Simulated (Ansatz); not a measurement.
Reaction (cleavage of the Al–Si bond): `[OH][Al]([SiH3])[Br]` + NH₃ → `[NH2][Al]([OH])[Br]` + SiH₄

Gas-phase electronic energies from Ansatz, PBE0-D4/def2-TZVP geometries. CCSD(T)/CBS adds triple-zeta CCSD(T) − MP2 to the extrapolated MP2 energy (def2 sets, frozen cores). This one scheme is used for every species. Functionals use def2-TZVPP. For Br outer-core shells are correlated without core-valence functions, which leaves a few kJ/mol of doubt a bond. Scalar relativity is left out up to krypton. Each species was taken in one conformer, which may not be the lowest.

Q: Is it downhill or uphill in electronic energy at CCSD(T)/CBS, and by how much? (Estimate.)

A: The calculation gave: Downhill: ΔE = -74.4 kJ/mol.

Q: What do these levels give: BHLYP-D4, PBE0, r2SCANh, HF/def2-SVP, HF/def2-TZVPP, HF/CBS(def2)? (Best estimate.)

A: Computed: BHLYP-D4 -80.2, PBE0 -60.1, r2SCANh -73.0, HF/def2-SVP -88.1, HF/def2-TZVPP -89.9, HF/CBS(def2) -91.4 kJ/mol.

Largest T1 diagnostic among the species: 0.011.

From BLYP to BHLYP (50 % exact exchange), in def2-TZVPP and without D4, ΔE moves by −12.2 kJ/mol. In def2-TZVPP, CCSD(T) changes the Hartree–Fock value by +14.9 kJ/mol (the triples alone add +2.5 kJ/mol) and MP2 by +6.6 kJ/mol. Leaving LDA and LC-ωPBE aside and taking each functional with its dispersion term where it has one, the values, not all of them listed here, spread over 27.5 kJ/mol, from CAM-B3LYP-D4 to PBE-D4. LDA lies −5.5 kJ/mol from PBE without D4.
